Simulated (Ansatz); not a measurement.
`N[Si@H](F)[Si@@H](N)F`, relaxed with RKS PBE0-D4/def2-TZVP in the Gaussian-basis code of Ansatz from a GFN2-xTB geometry. The force threshold is 0.005 eV/Å; the program also tests the step.

Total charge 0; spin multiplicity 1.

Start:

```xyz
12

N     0.395   -0.157    2.295
Si    0.905    0.128    0.680
F     1.937   -1.096    0.427
Si   -0.904   -0.128   -0.681
N    -0.398    0.161   -2.296
F    -1.940    1.091   -0.423
H    -0.357    0.378    2.693
H     1.080   -0.380    3.000
H     1.806    1.273    0.498
H    -1.800   -1.278   -0.500
H     0.360   -0.367   -2.693
H    -1.084    0.375   -3.002
```

| step | energy (eV) | largest force (eV/Å) | largest move (Å) |
| --- | --- | --- | --- |
| 1 | -24260.9614 | 1.593 | 0.000 |
| 2 | -24261.1043 | 0.483 | 0.120 |
| 3 | -24261.1378 | 0.294 | 0.068 |
| 4 | -24261.1580 | 0.248 | 0.044 |
| 5 | -24261.2201 | 0.276 | 0.200 |
| 6 | -24261.2789 | 0.385 | 0.200 |
| 7 | -24261.3358 | 0.396 | 0.200 |
| 8 | -24261.3692 | 0.136 | 0.199 |
| 9 | -24261.3716 | 0.026 | 0.034 |
| 10 | -24261.3718 | 0.082 | 0.014 |
| 11 | -24261.3720 | 0.012 | 0.013 |
| 14 | -24261.3721 | 0.017 | 0.010 |
| 17 | -24261.3721 | 0.006 | 0.004 |
| 20 (rejected) | -24261.3694 | 0.234 | 0.019 |
| 23 (rejected) | -24261.3732 | 0.103 | 0.112 |
| 26 | -24261.3759 | 0.061 | 0.082 |
| 29 | -24261.3790 | 0.114 | 0.043 |
| 32 | -24261.3880 | 0.193 | 0.121 |
| 35 | -24261.3985 | 0.261 | 0.102 |
| 38 | -24261.4055 | 0.174 | 0.098 |
| 41 | -24261.4100 | 0.080 | 0.056 |
| 44 | -24261.4134 | 0.112 | 0.083 |
| 47 | -24261.4159 | 0.051 | 0.084 |
| 50 | -24261.4166 | 0.041 | 0.031 |
| 53 | -24261.4167 | 0.016 | 0.006 |
| 55 | -24261.4168 | 0.005 | 0.001 |

End:

```xyz
12

N     0.645    0.768    1.737
Si    0.887   -0.610    0.764
F     0.847   -2.008    1.563
Si   -0.837   -0.587   -0.821
N    -0.524    0.691   -1.898
F    -2.199   -0.406    0.029
H    -0.270    0.990    2.096
H     1.374    1.139    2.325
H     2.261   -0.512    0.210
H    -1.035   -1.810   -1.636
H    -0.175    1.579   -1.575
H    -0.975    0.765   -2.795
```

Hardware: 2 threads of an AMD EPYC 7R13 on a shared host and a share of an NVIDIA H100 80 GB. Wall time 100 s, peak host memory 0.89 GiB.
